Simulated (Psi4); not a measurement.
Intermolecular potential of CH4O ··· C2H6O (SMILES CO and COC), singlet. Monomers: optimised at B3LYP-D3(BJ) (def2-TZVP), held rigid. Orientation: lowest of the rigid-body minima from ten starts at GFN2-xTB. R is the distance of the centres of mass, along which the second monomer moves.

Computed with: PBE/def2-TZVP, counterpoise-corrected (Psi4); PBE-D3(BJ)/def2-TZVP, counterpoise-corrected (Psi4); SAPT0/jun-cc-pVDZ, frozen core (Psi4).

Interaction energies in kcal/mol; the last columns give the difference from SAPT0:

```json
[
 {"R / Å": "2.98", "PBE/def2-TZVP": "7.23", "PBE-D3(BJ)/def2-TZVP": "5.44", "SAPT0/jun-cc-pVDZ": "3.91", "PBE/def2-TZVP − SAPT0/jun-cc-pVDZ": "3.32", "PBE-D3(BJ)/def2-TZVP − SAPT0/jun-cc-pVDZ": "1.53"},
 {"R / Å": "3.15", "PBE/def2-TZVP": "-0.10", "PBE-D3(BJ)/def2-TZVP": "-1.70", "SAPT0/jun-cc-pVDZ": "-2.28", "PBE/def2-TZVP − SAPT0/jun-cc-pVDZ": "2.18", "PBE-D3(BJ)/def2-TZVP − SAPT0/jun-cc-pVDZ": "0.57"},
 {"R / Å": "3.39", "PBE/def2-TZVP": "-4.04", "PBE-D3(BJ)/def2-TZVP": "-5.39", "SAPT0/jun-cc-pVDZ": "-5.47", "PBE/def2-TZVP − SAPT0/jun-cc-pVDZ": "1.43", "PBE-D3(BJ)/def2-TZVP − SAPT0/jun-cc-pVDZ": "0.08"},
 {"R / Å": "3.58", "PBE/def2-TZVP": "-4.71", "PBE-D3(BJ)/def2-TZVP": "-5.88", "SAPT0/jun-cc-pVDZ": "-5.86", "PBE/def2-TZVP − SAPT0/jun-cc-pVDZ": "1.15", "PBE-D3(BJ)/def2-TZVP − SAPT0/jun-cc-pVDZ": "-0.01"},
 {"R / Å": "3.80", "PBE/def2-TZVP": "-4.44", "PBE-D3(BJ)/def2-TZVP": "-5.40", "SAPT0/jun-cc-pVDZ": "-5.39", "PBE/def2-TZVP − SAPT0/jun-cc-pVDZ": "0.95", "PBE-D3(BJ)/def2-TZVP − SAPT0/jun-cc-pVDZ": "-0.02"},
 {"R / Å": "4.02", "PBE/def2-TZVP": "-3.78", "PBE-D3(BJ)/def2-TZVP": "-4.57", "SAPT0/jun-cc-pVDZ": "-4.56", "PBE/def2-TZVP − SAPT0/jun-cc-pVDZ": "0.78", "PBE-D3(BJ)/def2-TZVP − SAPT0/jun-cc-pVDZ": "-0.01"},
 {"R / Å": "4.25", "PBE/def2-TZVP": "-3.04", "PBE-D3(BJ)/def2-TZVP": "-3.68", "SAPT0/jun-cc-pVDZ": "-3.68", "PBE/def2-TZVP − SAPT0/jun-cc-pVDZ": "0.64", "PBE-D3(BJ)/def2-TZVP − SAPT0/jun-cc-pVDZ": "0.00"},
 {"R / Å": "4.57", "PBE/def2-TZVP": "-2.19", "PBE-D3(BJ)/def2-TZVP": "-2.64", "SAPT0/jun-cc-pVDZ": "-2.68", "PBE/def2-TZVP − SAPT0/jun-cc-pVDZ": "0.49", "PBE-D3(BJ)/def2-TZVP − SAPT0/jun-cc-pVDZ": "0.04"},
 {"R / Å": "5.10", "PBE/def2-TZVP": "-1.26", "PBE-D3(BJ)/def2-TZVP": "-1.51", "SAPT0/jun-cc-pVDZ": "-1.62", "PBE/def2-TZVP − SAPT0/jun-cc-pVDZ": "0.36", "PBE-D3(BJ)/def2-TZVP − SAPT0/jun-cc-pVDZ": "0.10"},
 {"R / Å": "5.79", "PBE/def2-TZVP": "-0.65", "PBE-D3(BJ)/def2-TZVP": "-0.77", "SAPT0/jun-cc-pVDZ": "-0.91", "PBE/def2-TZVP − SAPT0/jun-cc-pVDZ": "0.25", "PBE-D3(BJ)/def2-TZVP − SAPT0/jun-cc-pVDZ": "0.13"},
 {"R / Å": "6.80", "PBE/def2-TZVP": "-0.30", "PBE-D3(BJ)/def2-TZVP": "-0.35", "SAPT0/jun-cc-pVDZ": "-0.45", "PBE/def2-TZVP − SAPT0/jun-cc-pVDZ": "0.15", "PBE-D3(BJ)/def2-TZVP − SAPT0/jun-cc-pVDZ": "0.10"},
 {"R / Å": "8.12", "PBE/def2-TZVP": "-0.14", "PBE-D3(BJ)/def2-TZVP": "-0.16", "SAPT0/jun-cc-pVDZ": "-0.22", "PBE/def2-TZVP − SAPT0/jun-cc-pVDZ": "0.07", "PBE-D3(BJ)/def2-TZVP − SAPT0/jun-cc-pVDZ": "0.06"}
]
```

PBE/def2-TZVP is furthest from SAPT0/jun-cc-pVDZ at 2.98 (3.32 kcal/mol, above); its mean absolute difference over the points is 0.98 kcal/mol.

PBE-D3(BJ)/def2-TZVP is furthest from SAPT0/jun-cc-pVDZ at 2.98 (1.53 kcal/mol, above); its mean absolute difference over the points is 0.22 kcal/mol.
